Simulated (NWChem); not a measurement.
System: CH$_{6}$AsB; SMILES CB[AsH2]

```xyz
9

B     -0.6166     1.1099     0.0650
As     0.0222    -0.7891    -0.0365
H     -0.8672    -1.3877     1.0357
H      1.2696    -0.6654     0.8199
H     -1.8175     1.2703     0.0967
C      0.3239     2.3499    -0.0366
H      0.2033     2.9180     0.9061
H     -0.0179     3.0419    -0.8258
H      1.3943     2.1405    -0.1723
```
Atoms are numbered in this order, from 1.

Level: PBE0/def2-SVP (NWChem), optimised geometry, unscaled harmonic frequencies. 

### Question
List the harmonic frequencies with IR intensities, and the thermochemistry.

### Answer
```tsv
frequency (cm⁻¹)	IR intensity (km/mol)
86	1.9
199	1.3
243	0.1
433	18.3
550	3.9
630	3.0
679	10.6
825	10.0
864	5.9
1001	57.3
1033	3.7
1126	109.8
1300	67.5
1416	5.0
1433	6.2
2245	60.0
2266	71.7
2603	115.8
3033	0.0
3110	3.6
3162	9.3
```

```
Property                                                                            Value
-----------------------------------------------------------------------  ----------------
zero-point energy                                                           40.3 kcal/mol
thermal correction to the enthalpy at 298.15 K (with zero-point energy)     44.5 kcal/mol
heat capacity Cv                                                         18.4 cal/(mol K)
entropy at 298.15 K and 1 atm (symmetry number 1)                        74.7 cal/(mol K)
dipole moment                                                                      1.13 D
```

Rigid rotor and harmonic oscillator; modes under 100 cm⁻¹ make the entropy uncertain.
